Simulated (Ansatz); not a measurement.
`OB(S)S` + `C[O][Mg][OH]` → `COB(S)S` + `[OH][Mg][OH]`  (redistribution)

Gas-phase electronic energies from Ansatz, PBE0-D4/def2-TZVP geometries. CCSD(T)/CBS is the MP2 limit (def2-TZVPP, def2-QZVPP) plus CCSD(T) − MP2 in def2-TZVPP, frozen cores. This one scheme is used for every species. Functionals use def2-TZVPP. B3LYP here is the variant with VWN-RPA as its local correlation; programs differ in this. For Mg outer-core shells are correlated without core-valence functions, which leaves a few kJ/mol of doubt a bond. One conformer a species, not always the lowest.

| level | ΔE (kcal/mol) | difference from CCSD(T)/CBS |
| --- | --- | --- |
| PBE0-D4 | -1.9 | 0.9 |
| ωB97M-V | -2.5 | 0.3 |
| B2PLYP | -2.0 | 0.8 |
| PBE | -1.4 | 1.4 |
| r2SCAN | -1.9 | 0.9 |
| PBE0 | -1.2 | 1.6 |
| B3LYP | -1.2 | 1.6 |
| HF/def2-TZVPP | -0.5 | 2.3 |
| MP2/def2-TZVPP | -3.1 | -0.3 |
| SCS-MP2/def2-TZVPP | -2.6 | 0.2 |
| CCSD(T)/def2-TZVPP | -2.6 | 0.2 |
| HF/def2-QZVPP | -0.4 | 2.4 |
| MP2/def2-QZVPP | -3.2 | -0.4 |
| SCS-MP2/def2-QZVPP | -2.7 | 0.1 |
| HF/CBS(def2) | -0.4 | 2.4 |
| CCSD/CBS(def2) | -2.4 | 0.4 |
| CCSD(T)/CBS | -2.8 | 0 |

Largest T1 diagnostic among the species: 0.013.

In def2-TZVPP, CCSD(T) changes the Hartree–Fock value by −2.1 kcal/mol (the triples alone add −0.4 kcal/mol) and MP2 by −2.6 kcal/mol. The D4 term adds −1.2 kcal/mol with B3LYP and −0.7 kcal/mol with PBE0; it sums over pairs of atoms, weighted by their polarisabilities, and B3LYP, whose exchange is more repulsive, gets the larger term.
